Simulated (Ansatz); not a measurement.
`CC[Si]OC` + `[F][AlH][SeH]` → `C[Se][AlH][F]` + `CC[Si]O`  (substitution at a C–O bond)

Calculated with Ansatz (gas phase, PBE0-D4/def2-TZVP geometries, no zero-point term in ΔE). CBS: MP2 limit from def2 TZ/QZ plus the TZ coupled-cluster correction, frozen cores. Functionals use def2-TZVPP. B3LYP here is the variant with VWN-RPA as its local correlation; programs differ in this. For Se outer-core shells are correlated without core-valence functions, which leaves a few kJ/mol of doubt a bond. Scalar relativity is left out up to krypton. One conformer a species, not always the lowest.

`CC[Si]OC`:

Cartesian coordinates in Å:
```
C 0.572 0.171 -1.541
C -0.657 -0.569 -1.001
Si -0.124 -1.829 0.338
O 0.142 -0.891 1.665
C 0.002 0.481 1.944
H 1.350 -0.524 -1.871
H 0.323 0.801 -2.400
H 1.022 0.816 -0.782
H -1.129 -1.139 -1.810
H -1.411 0.141 -0.643
H 0.991 0.931 2.062
H -0.537 1.013 1.155
H -0.543 0.597 2.884
```

`[F][AlH][SeH]`:

```xyz
5

F    -1.236    1.797   -0.036
Al   -0.386    0.428    0.304
Se    0.773   -0.499   -1.456
H    -0.407   -0.157    1.761
H     1.256   -1.570   -0.572
```

`C[Se][AlH][F]`:

Z-matrix (Å, degrees):
```
C
Se 1 1.967
H 1 1.087 2 108.0
H 1 1.089 2 111.1 3 120.3
H 1 1.087 2 108.1 3 -119.3
Al 2 2.290 1 96.1 3 -120.9
F 6 1.647 2 118.5 1 180.0
H 6 1.575 2 121.7 1 -0.0
```

`CC[Si]O`:

```xyz
10

C     0.312    0.263   -0.911
C    -0.061    0.778    0.471
Si   -0.606   -0.461    1.825
O    -0.526   -1.908    1.029
H    -0.523   -0.261   -1.386
H     0.602    1.069   -1.591
H     1.158   -0.430   -0.869
H     0.769    1.348    0.916
H    -0.877    1.514    0.409
H    -0.247   -1.912    0.107
```

CCSD(T)/CBS gives -11.3 kcal/mol.

Problem. Another level gave -11.1 kcal/mol. Which?
A. MP2/def2-TZVPP
B. HF/def2-TZVPP
C. B3LYP/def2-TZVPP
D. PBE-D4/def2-TZVPP

Solution. D. PBE-D4 -11.1, MP2/def2-TZVPP -12.3, B3LYP -10.0, HF/def2-TZVPP -8.2 kcal/mol.

Largest T1 diagnostic among the species: 0.013.

In def2-TZVPP, CCSD(T) changes the Hartree–Fock value by −2.6 kcal/mol (the triples alone add −0.3 kcal/mol) and MP2 by −4.1 kcal/mol. Leaving LDA and LC-ωPBE aside and taking each functional with its dispersion term where it has one, the values, not all of them listed here, spread over 2.5 kcal/mol, from PBE-QIDH to CAM-B3LYP-D4. LDA lies +1.2 kcal/mol from PBE without D4. At CCSD(T), def2-SVP lies +5.2 kcal/mol from the extrapolated value and def2-TZVPP +0.5 kcal/mol.
